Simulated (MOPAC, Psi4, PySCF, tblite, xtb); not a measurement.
Dimer C2H3N ··· CS2 (SMILES CC#N and S=C=S) at R = 3.65 Å between the centres of mass, closest contact 3.13 Å (lowest of the rigid-body minima from ten starts at GFN2-xTB). Geometry in Å and degrees:

```
9

C     -0.488     0.005    -0.012
C      0.965    -0.010     0.023
N      2.114    -0.022     0.050
H     -0.853    -0.687    -0.771
H     -0.890    -0.294     0.957
H     -0.848     1.007    -0.247
S      3.954    -1.263     2.735
C      2.426    -1.352     2.998
S      0.898    -1.442     3.261
```

- GFN2-xTB (tblite)
- SAPT0/jun-cc-pVDZ, frozen core (Psi4)
- B3LYP/def2-TZVP, counterpoise-corrected (Psi4)
- B3LYP-D3(BJ)/def2-TZVP, counterpoise-corrected (Psi4)
- PBE/def2-TZVP, counterpoise-corrected (Psi4)
- PBE-D3(BJ)/def2-TZVP, counterpoise-corrected (Psi4)
- HF/aug-cc-pVDZ, counterpoise-corrected (Psi4)
- MP2/aug-cc-pVDZ = DF-MP2/aug-cc-pVDZ, frozen core, counterpoise-corrected in Psi4
- SCS-MP2/aug-cc-pVDZ = DF-SCS-MP2/aug-cc-pVDZ, frozen core, counterpoise-corrected run with Psi4 1.11
- PM6, restricted, heats of formation (MOPAC)
- PM3, restricted, heats of formation (MOPAC)
- GFN1-xTB (xtb)
- RKS-B3LYP/6-31G* = restricted B3LYP/6-31G*, spherical d, no counterpoise correction run with PySCF 2.14.0
- RKS-LDA (SVWN5)/6-31G* = restricted LDA (SVWN5)/6-31G*, spherical d, no counterpoise correction in PySCF
- RHF/STO-3G = PySCF 2.14.0 with restricted Hartree-Fock/STO-3G, no counterpoise correction
- RKS-BP86/6-31G* = PySCF with restricted BP86/6-31G*, spherical d, no counterpoise correction

Problem. What interaction energy does each level give?

Solution. 
```json
[
 {"method": "RKS-LDA (SVWN5)/6-31G*", "E_int / kJ/mol": "-13.02"},
 {"method": "GFN2-xTB", "E_int / kJ/mol": "-9.19"},
 {"method": "MP2/aug-cc-pVDZ", "E_int / kJ/mol": "-7.28"},
 {"method": "GFN1-xTB", "E_int / kJ/mol": "-6.74"},
 {"method": "B3LYP-D3(BJ)/def2-TZVP", "E_int / kJ/mol": "-6.46"},
 {"method": "PBE-D3(BJ)/def2-TZVP", "E_int / kJ/mol": "-5.61"},
 {"method": "SAPT0/jun-cc-pVDZ", "E_int / kJ/mol": "-4.70"},
 {"method": "SCS-MP2/aug-cc-pVDZ", "E_int / kJ/mol": "-3.40"},
 {"method": "PM6", "E_int / kJ/mol": "-0.38"},
 {"method": "RHF/STO-3G", "E_int / kJ/mol": "0.68"},
 {"method": "PBE/def2-TZVP", "E_int / kJ/mol": "1.97"},
 {"method": "RKS-B3LYP/6-31G*", "E_int / kJ/mol": "2.16"},
 {"method": "RKS-BP86/6-31G*", "E_int / kJ/mol": "4.22"},
 {"method": "B3LYP/def2-TZVP", "E_int / kJ/mol": "6.14"},
 {"method": "HF/aug-cc-pVDZ", "E_int / kJ/mol": "9.07"},
 {"method": "PM3", "E_int / kJ/mol": "9.86"}
]
```
